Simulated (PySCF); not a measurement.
A species of formula C5H13NSi has this rotational fingerprint, computed with B3LYP/def2-SVPD in PySCF (dipole) on a GFN2-xTB geometry, gas phase:

* Rotational constants: A = 2473, B = 1547, C = 1027 MHz
* Dipole components: |μa| = 0.40 D, |μb| = 0.47 D, |μc| = 0.05 D
* Inertial defect: -38.81 u·Å²
* κ: -0.28

Task: Which candidate fits, each taken in the one conformer that was computed?
A. `[CH3:1][C@H:2]1[CH2:3][C@@H:4]([NH:5][SiH3:6])[CH2:7]1` with C3–C4–N5–Si6 -163°, C1–C2–C3–C4 132°, C2–C3–C4–N5 -133°, C3–C4–C7–C2 12°, C1–C2–C7–C4 -132°
B. `[CH3:1][CH2:2][C@H:3]1[CH2:4][Si@@H:5]([NH2:6])[CH2:7]1` with C1–C2–C3–C4 177°, C4–Si5–N6–H 156° and -70°, C2–C3–C4–Si5 136°, C3–C4–Si5–N6 -121°, C4–Si5–C7–C3 10°, C2–C3–C7–Si5 -135°
C. `[CH3:1][CH2:2][C@@H:3]1[CH2:4][CH2:5][SiH2:6][NH:7]1` with C1–C2–C3–C4 -171°, C2–C3–C4–C5 -162°, C3–C4–C5–Si6 36°, C4–C5–Si6–N7 -19°, C5–Si6–N7–C3 -4°
D. `[CH2:1]=[CH:2][CH2:3][SiH2:4][N:5]([CH3:6])[CH3:7]` with C1–C2–C3–Si4 109°, C2–C3–Si4–N5 -168°, C3–Si4–N5–C6 -37°
E. `[CH2:1]=[CH:2][Si@H:3]([CH2:4][CH3:5])[NH:6][CH3:7]` with C1–C2–Si3–C4 -99°, C2–Si3–C4–C5 58°, C2–Si3–N6–C7 -58°
F. `[CH3:1][SiH2:2][N:3]1[CH2:4][CH2:5][CH2:6][CH2:7]1` with C1–Si2–N3–C4 167°, Si2–N3–C4–C5 -168°, N3–C4–C5–C6 -39°, C4–C5–C6–C7 36°, C5–C6–C7–N3 -21°

Result: E. It is C=C[Si@H](CC)NC, an asymmetric top, point group C1. The candidates at the same level (rigid rotor, commonest isotopes):

```json
{"SMILES": "C[SiH2]N1CCCC1", "A (MHz)": "4618", "B (MHz)": "1341", "C (MHz)": "1120", "μa (D)": "0.88", "μb (D)": "0.66", "μc (D)": "0.08", "Δ (u·Å²)": "-35.13", "point group": "C1", "rotor": "asymmetric top"}
{"SMILES": "CC[C@H]1C[Si@@H](N)C1", "A (MHz)": "4963", "B (MHz)": "1113", "C (MHz)": "1064", "μa (D)": "1.11", "μb (D)": "0.14", "μc (D)": "0.08", "Δ (u·Å²)": "-81.16", "point group": "C1", "rotor": "near-prolate asymmetric top"}
{"SMILES": "C=CC[SiH2]N(C)C", "A (MHz)": "5228", "B (MHz)": "961.4", "C (MHz)": "883.2", "μa (D)": "0.90", "μb (D)": "0.68", "μc (D)": "0.15", "Δ (u·Å²)": "-50.09", "point group": "C1", "rotor": "near-prolate asymmetric top"}
{"SMILES": "CC[C@@H]1CC[SiH2]N1", "A (MHz)": "4320", "B (MHz)": "1373", "C (MHz)": "1119", "μa (D)": "0.72", "μb (D)": "0.25", "μc (D)": "0.37", "Δ (u·Å²)": "-33.23", "point group": "C1", "rotor": "asymmetric top"}
{"SMILES": "C=C[Si@H](CC)NC", "A (MHz)": "2473", "B (MHz)": "1547", "C (MHz)": "1027", "μa (D)": "0.40", "μb (D)": "0.47", "μc (D)": "0.05", "Δ (u·Å²)": "-38.81", "point group": "C1", "rotor": "asymmetric top"}
{"SMILES": "C[C@H]1C[C@@H](N[SiH3])C1", "A (MHz)": "6369", "B (MHz)": "943.6", "C (MHz)": "911.2", "μa (D)": "1.02", "μb (D)": "0.24", "μc (D)": "0.14", "Δ (u·Å²)": "-60.32", "point group": "C1", "rotor": "near-prolate asymmetric top"}
```

`CC[C@@H]1CC[SiH2]N1` has A 75 % too high; `CC[C@H]1C[Si@@H](N)C1` has A 101 % too high; `C[C@H]1C[C@@H](N[SiH3])C1` has A 158 % too high; `C[SiH2]N1CCCC1` has A 87 % too high; `C=CC[SiH2]N(C)C` has A 111 % too high. No structure here is proved a minimum.
